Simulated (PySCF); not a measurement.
trichloroethylene (C2HCl3), singlet, at a GFN2-xTB geometry; DF-PBE0/aug-cc-pVDZ (PySCF).

The PySCF input:
```python
from pyscf import gto, scf, dft
import numpy

mol = gto.M(
    atom='''
Cl    2.164304    0.650631   -0.024884
C     0.968681   -0.568927   -0.034553
C    -0.332364   -0.292371   -0.001418
Cl   -0.967282    1.297247    0.054353
Cl   -1.500229   -1.550861   -0.012694
H     1.336608   -1.581513   -0.069361
''',
    basis='aug-cc-pvdz',
    charge=0,
    spin=0,
    verbose=4,
)
print('smallest overlap eigenvalue', numpy.linalg.eigvalsh(mol.intor('int1e_ovlp'))[0])

mf = dft.RKS(mol)
mf.xc = 'pbe0'
mf = mf.density_fit(auxbasis='def2-universal-jkfit')
mf = scf.addons.remove_linear_dep_(mf, threshold=1e-6, lindep=1e-6)
mf.kernel()
```

The log (banner, timings and long lists left out):

```
PySCF version 2.14.0

[INPUT] verbose = 4
[INPUT] num. atoms = 6
[INPUT] num. electrons = 64
[INPUT] charge = 0
[INPUT] spin (= nelec alpha-beta = 2S) = 0
[INPUT] symmetry False subgroup None
[INPUT] Mole.unit = angstrom
[INPUT] Symbol           X                Y                Z      unit          X                Y                Z       unit  Magmom
[INPUT]  1 Cl     2.164304000000   0.650631000000  -0.024884000000 AA    4.089941810301   1.229514398152  -0.047023944884 Bohr   0.0
[INPUT]  2 C      0.968681000000  -0.568927000000  -0.034553000000 AA    1.830541792070  -1.075116214870  -0.065295706782 Bohr   0.0
[INPUT]  3 C     -0.332364000000  -0.292371000000  -0.001418000000 AA   -0.628076933665  -0.552501116765  -0.002679631645 Bohr   0.0
[INPUT]  4 Cl    -0.967282000000   1.297247000000   0.054353000000 AA   -1.827898065222   2.451441545914   0.102712284048 Bohr   0.0
[INPUT]  5 Cl    -1.500229000000  -1.550861000000  -0.012694000000 AA   -2.835021934130  -2.930702547269  -0.023988183425 Bohr   0.0
[INPUT]  6 H      1.336608000000  -1.581513000000  -0.069361000000 AA    2.525823055903  -2.988626432439  -0.131073293726 Bohr   0.0

nuclear repulsion = 319.664307475796
number of shells = 45
number of NR pGTOs = 231
number of NR cGTOs = 136
basis = aug-cc-pvdz
ecp = {}
input.py:23: DeprecationWarning: remove_linear_dep_ is deprecated and will be removed in a future release. Linear dependency handling is now built into the SCF procedure by default. Linear dependency removal can be controlled using the following settings:
  pyscf.scf.hf.remove_overlap_zero_eigenvalue = True
  pyscf.scf.hf.overlap_zero_eigenvalue_threshold = 1e-6

  mf = scf.addons.remove_linear_dep_(mf, threshold=1e-6, lindep=1e-6)
smallest overlap eigenvalue 6.357600969505586e-05

******** <class 'pyscf.df.df_jk.DFRKS'> ********
method = DFRKS
initial guess = minao
damping factor = 0
level_shift factor = 0
DIIS = <class 'pyscf.scf.diis.CDIIS'>
diis_start_cycle = 1
diis_space = 8
diis_damp = 0
SCF conv_tol = 1e-09
SCF conv_tol_grad = None
SCF max_cycles = 50
direct_scf = False
XC library pyscf.dft.libxc version 7.1.2
    S. Lehtola, C. Steigemann, M. J. T. Oliveira, and M. A. L. Marques,  SoftwareX 7, 1–5 (2018)
XC functionals = pbe0
    C. Adamo and V. Barone,  J. Chem. Phys. 110, 6158 (1999)
    M. Ernzerhof and G. E. Scuseria,  J. Chem. Phys. 110, 5029 (1999)
radial grids:
    Treutler-Ahlrichs [JCP 102, 346 (1995); DOI:10.1063/1.469408] (M4) radial grids

becke partition: Becke, JCP 88, 2547 (1988); DOI:10.1063/1.454033
pruning grids: <function nwchem_prune>
grids dens level: 3
symmetrized grids: False
atomic radii adjust function: <function treutler_atomic_radii_adjust>
small_rho_cutoff = 0
Set gradient conv threshold to 3.16228e-05
Initial guess from minao.
tot grids = 94688
******** <class 'pyscf.df.df.DF'> ********
auxbasis = def2-universal-jkfit
init E= -1457.62409100428
  HOMO = -0.258152082575001  LUMO = -0.0508730743288224  gap/eV = 5.64035
cycle= 1 E= -1456.83895327033  delta_E= 0.785  |g|= 0.318  |ddm|= 3.91
  HOMO = -0.287791882251636  LUMO = -0.0708800134035585  gap/eV = 5.90247
cycle= 2 E= -1456.79247275923  delta_E= 0.0465  |g|= 0.546  |ddm|= 1.73
  HOMO = -0.268062165317306  LUMO = -0.0304808659389915  gap/eV = 6.46492
cycle= 3 E= -1456.86622113696  delta_E= -0.0737  |g|= 0.04  |ddm|= 0.906
  HOMO = -0.272601971428911  LUMO = -0.0328983104413569  gap/eV = 6.52267
cycle= 4 E= -1456.86649384865  delta_E= -0.000273  |g|= 0.0263  |ddm|= 0.0856
  HOMO = -0.273451691247045  LUMO = -0.0340624368944056  gap/eV = 6.51411
cycle= 5 E= -1456.86666629805  delta_E= -0.000172  |g|= 0.00797  |ddm|= 0.0395
  HOMO = -0.272515798501101  LUMO = -0.0330355402200837  gap/eV = 6.51659
cycle= 6 E= -1456.86668322159  delta_E= -1.69e-05  |g|= 0.00107  |ddm|= 0.0152
  HOMO = -0.272588201800744  LUMO = -0.0330974283969039  gap/eV = 6.51688
cycle= 7 E= -1456.86668351413  delta_E= -2.93e-07  |g|= 0.00024  |ddm|= 0.00208
  HOMO = -0.272592112153232  LUMO = -0.033100694436234  gap/eV = 6.51689
cycle= 8 E= -1456.86668353078  delta_E= -1.66e-08  |g|= 5.76e-05  |ddm|= 0.000419
  HOMO = -0.272590949042268  LUMO = -0.0330994784390928  gap/eV = 6.51689
cycle= 9 E= -1456.86668353168  delta_E= -9e-10  |g|= 1.69e-05  |ddm|= 9.27e-05
  HOMO = -0.272590720395011  LUMO = -0.0330991347468075  gap/eV = 6.51690
Extra cycle  E= -1456.86668353167  delta_E= 1.39e-11  |g|= 1.83e-05  |ddm|= 4.53e-05
converged SCF energy = -1456.86668353167
```
